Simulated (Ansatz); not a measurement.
`F[CH2][InH][I]` + `[CH3][GaH][CH2]O` → `O[CH2][InH][I]` + `[CH3][GaH][CH2]F`  (redistribution)

Gas-phase electronic energies from Ansatz, PBE0-D4/def2-TZVP geometries. CCSD(T)/CBS adds triple-zeta CCSD(T) − MP2 to the extrapolated MP2 energy (def2 sets, frozen cores). def2 core potentials past Kr. For Ga, I, In outer-core shells are correlated without core-valence functions, which leaves a few kJ/mol of doubt a bond. Scalar relativity is left out up to krypton. One conformer a species, not always the lowest.

```csv
species,CCSD/def2-TZVPP energy (Eh)
`F[CH2][InH][I]`,-626.19301
`[CH3][GaH][CH2]O`,-2078.81410
`O[CH2][InH][I]`,-602.18497
`[CH3][GaH][CH2]F`,-2102.82546
```

**Question.** Work out ΔE.

**Answer.** ΔE = (-602.18497) + (-2102.82546) − (-626.19301) − (-2078.81410) = -0.00332 Eh = -2.1 kcal/mol. CCSD(T)/CBS gives -2.9 kcal/mol.

Largest T1 diagnostic among the species: 0.012.

In def2-TZVPP, CCSD(T) changes the Hartree–Fock value by −1.7 kcal/mol (the triples alone add −0.4 kcal/mol) and MP2 by −2.3 kcal/mol.
